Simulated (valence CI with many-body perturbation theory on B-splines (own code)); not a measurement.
# Forbidden lines of Ho28+

Method: relativistic CI+MBPT: three valence electrons over a frozen Dirac-Fock core [Kr], radial functions for each j: 9 s, 9 p, 10 d, 8 f, 5 g, 3 h, 1 i, with the one-electron correlation potential Σ1, the two-electron term Σ2, the three-electron term Σ3, Breit, model QED; selected CI, second order for the rest (own B-spline code, finite nucleus).

The last digits are not significant, and no measured levels were compared; by estimate large intervals hold to a few tenths of a per cent, small ones and those within an open d or f shell to about a per cent. Only levels of the ground parity were solved; by the run's estimate the other parity begins above the list, which can be wrong where configurations are misplaced.

Lines 1 to 50 of 66 in falling wavelength, among levels below 40.282 eV, chosen from the decays that carry over 1 % of a level's rate. Wavelengths and rates use the calculated energies. Weak lines are less certain than strong ones. Lines between different terms over intervals too small for the method are left out, as are lines whose strength nearly cancels. The highest levels of a list are the least certain. Branching is blank where the lifetime is uncertain.

Levels are named by their leading jj configuration (3d3/2^4 stands for four electrons in 3d with j = 3/2), which in mixed levels can hold well under half, so a name can repeat and another be missing. Letters in brackets count levels of one name in rising energy.

| λ vac (Å) | Upper | Lower | Type | A (s⁻¹) | Branch % |
| --- | --- | --- | --- | --- | --- |
| 21040 | (4d3/2^2 4d5/2) J=9/2 | (4d3/2^2 4d5/2) J=7/2 | M1 | 1.00e+00 | 100.0 |
| 8260 | (4d3/2^2 4d5/2) J=1/2 | (4d3/2^2 4d5/2) J=3/2 | M1 | 4.20e+01 | 1.8 |
| 5400 | (4d3/2^2 4d5/2) J=3/2 | (4d3/2^2 4d5/2) J=5/2 [a] | M1 | 6.55e+01 | 1.0 |
| 4200 | (4d3/2^2 4d5/2) J=7/2 | (4d3/2^2 4d5/2) J=5/2 [a] | M1 | 2.65e+02 | 99.6 |
| 3838 | (4d3/2 4d5/2^2) J=11/2 | (4d3/2 4d5/2^2) J=9/2 | M1 | 9.75e+01 | 2.4 |
| 3363 | (4d3/2 4d5/2^2) J=5/2 [b] | (4d3/2 4d5/2^2) J=3/2 [a] | M1 | 1.80e+02 | 2.5 |
| 2521 | (4d3/2 4d5/2^2) J=5/2 [a] | (4d3/2 4d5/2^2) J=7/2 [a] | M1 | 2.02e+02 | 2.2 |
| 2304 | (4d5/2^3) J=3/2 | (4d3/2 4d5/2^2) J=3/2 [b] | M1 | 3.37e+02 | 1.5 |
| 1941 | (4d3/2 4d5/2^2) J=5/2 [a] | (4d3/2^2 4d5/2) J=5/2 [b] | M1 | 8.58e+02 | 9.2 |
| 1876 | (4d3/2^2 4d5/2) J=5/2 [b] | (4d3/2^2 4d5/2) J=7/2 | M1 | 1.36e+02 | 5.5 |
| 1708 | (4d3/2 4d5/2^2) J=7/2 [b] | (4d3/2 4d5/2^2) J=7/2 [a] | M1 | 4.15e+02 | 7.1 |
| 1707 | (4d3/2^2 4d5/2) J=5/2 [b] | (4d3/2^2 4d5/2) J=3/2 | M1 | 1.26e+03 | 50.4 |
| 1664 | (4d5/2^3) J=9/2 | (4d3/2 4d5/2^2) J=11/2 | M1 | 5.66e+02 |  |
| 1596 | (4d3/2^2 4d5/2) J=5/2 [a] | (4d3/2^3) J=3/2 | M1 | 7.06e+03 | 100.0 |
| 1578 | (4d3/2 4d5/2^2) J=5/2 [b] | (4d3/2^2 4d5/2) J=5/2 [b] | M1 | 2.59e+03 | 35.4 |
| 1535 | (4d3/2 4d5/2^2) J=7/2 [a] | (4d3/2^2 4d5/2) J=7/2 | M1 | 2.92e+03 | 18.4 |
| 1524 | (4d5/2^3) J=5/2 | (4d3/2 4d5/2^2) J=3/2 [b] | M1 | 8.19e+02 | 2.3 |
| 1506 | (4d3/2 4d5/2^2) J=3/2 [b] | (4d3/2 4d5/2^2) J=1/2 | M1 | 1.57e+03 | 8.9 |
| 1439 | (4d3/2 4d5/2^2) J=9/2 | (4d3/2^2 4d5/2) J=9/2 | M1 | 5.37e+03 | 59.8 |
| 1420 | (4d3/2 4d5/2^2) J=7/2 [b] | (4d3/2^2 4d5/2) J=5/2 [b] | M1 | 3.98e+02 | 6.8 |
| 1362 | (4d3/2 4d5/2^2) J=3/2 [b] | (4d3/2 4d5/2^2) J=3/2 [a] | M1 | 2.66e+03 | 14.9 |
| 1347 | (4d3/2 4d5/2^2) J=9/2 | (4d3/2^2 4d5/2) J=7/2 | M1 | 3.61e+03 | 40.2 |
| 1297 | (4d3/2^2 4d5/2) J=5/2 [b] | (4d3/2^2 4d5/2) J=5/2 [a] | M1 | 2.63e+02 | 10.5 |
| 1248 | (4d3/2 4d5/2^2) J=3/2 [a] | (4d3/2^2 4d5/2) J=1/2 | M1 | 2.18e+03 | 9.7 |
| 1232 | (4d3/2^2 4d5/2) J=3/2 | (4d3/2^3) J=3/2 | M1 | 6.26e+03 | 98.9 |
| 1161 | (4d5/2^3) J=9/2 | (4d3/2 4d5/2^2) J=9/2 | M1 | 8.53e+03 |  |
| 1148 | (4d5/2^3) J=3/2 | (4d3/2 4d5/2^2) J=5/2 [b] | M1 | 2.93e+02 | 1.3 |
| 1148 | (4d3/2 4d5/2^2) J=1/2 | (4d3/2^2 4d5/2) J=1/2 | M1 | 1.25e+04 | 94.1 |
| 1124 | (4d3/2 4d5/2^2) J=7/2 [a] | (4d3/2^2 4d5/2) J=5/2 [a] | M1 | 1.29e+04 | 81.5 |
| 1084 | (4d3/2 4d5/2^2) J=3/2 [a] | (4d3/2^2 4d5/2) J=3/2 | M1 | 1.28e+04 | 57.2 |
| 1072 | (4d3/2^2 4d5/2) J=1/2 | (4d3/2^3) J=3/2 | M1 | 2.27e+03 | 97.8 |
| 1050 | (4d5/2^3) J=9/2 | (4d3/2 4d5/2^2) J=7/2 [a] | M1 | 1.16e+04 |  |
| 1046 | (4d3/2 4d5/2^2) J=11/2 | (4d3/2^2 4d5/2) J=9/2 | M1 | 4.02e+03 | 97.6 |
| 1011 | (4d5/2^3) J=3/2 | (4d3/2 4d5/2^2) J=5/2 [a] | M1 | 8.72e+03 | 40.0 |
| 1008 | (4d3/2 4d5/2^2) J=1/2 | (4d3/2^2 4d5/2) J=3/2 | M1 | 5.73e+02 | 4.3 |
| 978.1 | (4d5/2^3) J=5/2 | (4d3/2 4d5/2^2) J=7/2 [b] | M1 | 3.50e+03 | 10.0 |
| 954.1 | (4d3/2 4d5/2^2) J=5/2 [a] | (4d3/2^2 4d5/2) J=7/2 | M1 | 9.45e+02 | 10.1 |
| 934.3 | (4d3/2 4d5/2^2) J=3/2 [b] | (4d3/2^2 4d5/2) J=5/2 [b] | M1 | 7.63e+03 | 42.9 |
| 915.1 | (4d5/2^3) J=5/2 | (4d3/2 4d5/2^2) J=5/2 [b] | M1 | 6.95e+03 | 19.9 |
| 910.8 | (4d5/2^3) J=3/2 | (4d3/2 4d5/2^2) J=1/2 | M1 | 3.87e+03 | 17.7 |
| 908.2 | (4d3/2 4d5/2^2) J=5/2 [a] | (4d3/2^2 4d5/2) J=3/2 | M1 | 5.94e+03 | 63.5 |
| 903.1 | (4d3/2 4d5/2^2) J=3/2 [a] | (4d3/2^2 4d5/2) J=5/2 [a] | M1 | 6.65e+03 | 29.8 |
| 857.2 | (4d3/2 4d5/2^2) J=5/2 [b] | (4d3/2^2 4d5/2) J=7/2 | M1 | 3.85e+03 | 52.7 |
| 856.1 | (4d5/2^3) J=3/2 | (4d3/2 4d5/2^2) J=3/2 [a] | M1 | 6.75e+03 | 31.0 |
| 840.7 | (4d3/2 4d5/2^2) J=7/2 [b] | (4d3/2^2 4d5/2) J=9/2 | M1 | 2.35e+03 | 40.1 |
| 825.6 | (4d5/2^3) J=5/2 | (4d3/2 4d5/2^2) J=5/2 [a] | M1 | 6.10e+03 | 17.4 |
| 820.0 | (4d3/2 4d5/2^2) J=5/2 [b] | (4d3/2^2 4d5/2) J=3/2 | M1 | 7.84e+01 | 1.1 |
| 808.4 | (4d3/2 4d5/2^2) J=7/2 [b] | (4d3/2^2 4d5/2) J=7/2 | M1 | 2.00e+03 | 34.2 |
| 777.5 | (4d3/2 4d5/2^2) J=5/2 [a] | (4d3/2^2 4d5/2) J=5/2 [a] | M1 | 9.73e+02 | 10.4 |
| 719.3 | (4d5/2^3) J=5/2 | (4d3/2 4d5/2^2) J=3/2 [a] | M1 | 9.84e+03 | 28.2 |
